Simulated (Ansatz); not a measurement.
Relaxation of FH6NO3Zr (12 atoms, charge 0, multiplicity 1), to a largest force component of 0.03 eV/Å in at most 50 steps.

Method: Ansatz 0.2.0, RKS B3LYP/def2-SVP.

```xyz
12
Properties=species:S:1:pos:R:3
Zr -0.095 -0.211 0.077
F -0.062 -0.068 2.037
O 1.698 -0.422 -0.629
H 2.485 -0.811 -1.020
O -0.993 1.322 -0.704
H -1.682 1.853 -1.110
O -1.120 -1.800 -0.290
H -1.644 -2.603 -0.297
N 1.503 2.460 1.466
H 2.228 1.993 0.919
H 0.806 2.821 0.813
H 1.042 1.746 2.061
```

Task: Where does it end, and by what steps?

Result: It converged. After 19 steps the energy has fallen by 0.635 eV; N9 moved furthest, 0.64 Å. Joined: Zr1–N9 (3.41 → 2.47 Å).

```json
{"step": "0", "energy less start (eV)": "0.0000", "largest force component (eV/Å)": "0.527", "accepted": "yes"}
{"step": "1", "energy less start (eV)": "-0.0217", "largest force component (eV/Å)": "0.468", "accepted": "yes"}
{"step": "2", "energy less start (eV)": "-0.0286", "largest force component (eV/Å)": "0.453", "accepted": "yes"}
{"step": "3", "energy less start (eV)": "-0.0156", "largest force component (eV/Å)": "1.070", "accepted": "no"}
{"step": "4", "energy less start (eV)": "-0.0499", "largest force component (eV/Å)": "0.119", "accepted": "yes"}
{"step": "5", "energy less start (eV)": "-0.0551", "largest force component (eV/Å)": "0.050", "accepted": "yes"}
{"step": "6", "energy less start (eV)": "-0.0561", "largest force component (eV/Å)": "0.095", "accepted": "yes"}
{"step": "7", "energy less start (eV)": "-0.0546", "largest force component (eV/Å)": "0.178", "accepted": "no"}
{"step": "8", "energy less start (eV)": "-0.0579", "largest force component (eV/Å)": "0.078", "accepted": "yes"}
{"step": "9", "energy less start (eV)": "-0.0602", "largest force component (eV/Å)": "0.160", "accepted": "yes"}
{"step": "10", "energy less start (eV)": "-0.0636", "largest force component (eV/Å)": "0.194", "accepted": "yes"}
{"step": "11", "energy less start (eV)": "-0.0785", "largest force component (eV/Å)": "1.296", "accepted": "yes"}
{"step": "12", "energy less start (eV)": "-0.3063", "largest force component (eV/Å)": "1.094", "accepted": "yes"}
{"step": "13", "energy less start (eV)": "-0.2146", "largest force component (eV/Å)": "3.894", "accepted": "no"}
{"step": "14", "energy less start (eV)": "-0.4840", "largest force component (eV/Å)": "0.382", "accepted": "yes"}
{"step": "15", "energy less start (eV)": "-0.5513", "largest force component (eV/Å)": "0.466", "accepted": "yes"}
{"step": "16", "energy less start (eV)": "-0.6112", "largest force component (eV/Å)": "0.179", "accepted": "yes"}
{"step": "17", "energy less start (eV)": "-0.6261", "largest force component (eV/Å)": "0.292", "accepted": "yes"}
{"step": "18", "energy less start (eV)": "-0.6338", "largest force component (eV/Å)": "0.032", "accepted": "yes"}
{"step": "19", "energy less start (eV)": "-0.6346", "largest force component (eV/Å)": "0.023", "accepted": "yes"}
```

```xyz
12
Properties=species:S:1:pos:R:3
Zr 0.015 0.006 0.293
F -0.202 -0.235 2.220
O 1.822 -0.314 -0.461
H 2.165 -0.993 -1.052
O -1.009 1.479 -0.552
H -1.739 1.492 -1.179
O -0.946 -1.550 -0.362
H -1.442 -2.346 -0.554
N 1.237 1.965 1.158
H 2.204 1.935 0.831
H 0.811 2.824 0.803
H 1.249 2.017 2.178
```

Whether the end is a true minimum wasn't checked by a vibrational analysis.

Time of the run: 63 s on 4 threads of Arm Neoverse V1 (shared host), peak memory 0.36 GiB.
